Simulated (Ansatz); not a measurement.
Basis-set extrapolation for AlH8NOSi2 (PBE0-D4/def2-TZVP geometry, frozen core, the Gaussian-basis code of Ansatz). Multiplicity 1, RHF reference.

```json
{"": "HF", "def2-TZVPP": "-953.904288", "def2-QZVPP": "-953.935637"}
{"": "MP2 correlation", "def2-TZVPP": "-0.790695", "def2-QZVPP": "-0.850544"}
{"": "CCSD(T) correlation", "def2-TZVPP": "-0.881711", "def2-QZVPP": "not run"}
```

Energies in hartree. Use E(X) = E(∞) + A·exp(−7.88·√X) for Hartree–Fock and E(X) = E(∞) + B·X^(−2.97) for correlation, with X = 3 and 4, and add CCSD(T) minus MP2 of the smaller set to the MP2 limit.

Task: What is the CCSD(T) energy at the basis-set limit?

Result: HF limit: -953.935637 + (-0.031349) × 0.13774 = -953.93996. MP2 limit: -0.850544 + (-0.059849) × 0.74074 = -0.89488. Higher-order term: -0.881711 − (-0.790695) = -0.09102. Total: -954.92586 hartree, 367.2 kJ/mol below CCSD(T)/def2-TZVPP.
